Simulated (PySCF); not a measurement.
# Structure elucidation problem

Molecular formula: C5H14Si. Simulated spectra:

$^{1}$H NMR (400 MHz, computed): δ 3.98 (q, 2H), 1.03 (s, 9H), 0.11 (t, 3H).

$^{13}$C{$^{1}$H} NMR (computed): δ 29.5 (CH3), 19.8 (C), -9.6 (CH3).

- GIAO PBE0/pcSseg-1 shieldings
- coordinates at the GFN2-xTB level
- run in PySCF 2.14.0 with density-fitted response routines
- non-relativistic Hamiltonian, single conformer, one averaged value for each set of equivalent atoms, isolated molecule

Chemical shifts δ = σref − σ; TMS for $^{1}$H and $^{13}$C, all at this level.

Propose a structure and justify it.

Answers


The formula gives 0 degrees of unsaturation. 3 carbon signals for 5 carbons: some carbons are equivalent by symmetry or fast rotation. Carbon types of the structure: 1 × C, 4 × CH3, leaving 2 H on heteroatoms. δC 29.5: methyl carbon; aliphatic region, no heteroatom directly attached. δC 19.8: fully substituted sp3 carbon bonded to Si. δC -9.6: methyl carbon bonded to Si; an electropositive neighbour leaves it electron-rich and shielded. δH 3.98: hydrogen on a silicon bonded to 2 C. δH 1.03: hydrogen on a methyl carbon. δH 0.11: hydrogen on a methyl carbon bonded to Si; an electropositive neighbour shields it, as in TMS itself.

These data were computed for `C[SiH2]C(C)(C)C`.

The data come from this structure; uniqueness wasn't tested.

Shifts are as computed. Against solution values, carbons near 30 ppm lie about +3 ppm off and those near 130 ppm about +5 ppm. Of 1309 compounds with measured shifts, 239 miss one by over three times the rms of a fit or turn the order of signals round; such compounds aren't used in these exercises. No couplings were computed; multiplicities are counted from neighbouring protons, with m where these are inequivalent, close in shift, in a saturated or five-membered ring or joined by F or P, and br s for small geminal =CH2 splittings.
